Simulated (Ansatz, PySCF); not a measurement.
Mg(I)(SMe) (CH3IMgS), SMILES C[S][Mg][I]. Atoms are numbered in the order given.

```xyz
7

Mg     0.5195    -0.4822     0.0424
I      0.9882     1.0963     1.9994
S      0.1376    -1.9271    -1.7044
C     -1.3719    -1.2572    -2.4999
H     -2.2396    -1.2741    -1.8259
H     -1.5943    -1.9110    -3.3543
H     -1.2238    -0.2381    -2.8835
```
Charge 0, spin multiplicity 1.

Geometry optimised at PBE0-D3(BJ)/def2-SVP. The def2 effective core potentials stand for the cores of I; spin–orbit coupling is left out. Other conformers were not sampled.

Two levels are set side by side: PBE-D3(BJ)/def2-SVP (Ansatz, a quantum-chemistry and plane-wave program) and PBE0-D3(BJ)/def2-SVP (Ansatz). Each level has its own optimised geometry; the coordinates shown are those of the second. Frequencies come from the Hessian of PySCF at each geometry. Differences are taken from unrounded values.

```tsv
quantity	PBE0-D3(BJ)	PBE-D3(BJ)	PBE-D3(BJ) minus PBE0-D3(BJ)
mean bond length (Å)	1.664	1.676	0.012
bond Mg1–I2 (Å)	2.558	2.573	0.015
bond Mg1–S3 (Å)	2.299	2.313	0.014
bond S3–C4 (Å)	1.833	1.850	0.017
bond C4–H5 (Å)	1.099	1.107	0.008
bond C4–H6 (Å)	1.099	1.107	0.008
bond C4–H7 (Å)	1.099	1.107	0.008
highest harmonic wavenumber (cm⁻¹)	3177	3085	-92
mean harmonic wavenumber (cm⁻¹)	1163	1125	-37
zero-point energy (kcal/mol)	24.93	24.13	-0.80
```

GGA bonds tend to be longer and softer than those of functionals with exact exchange. Differences between two approximate levels are no errors against the true value.
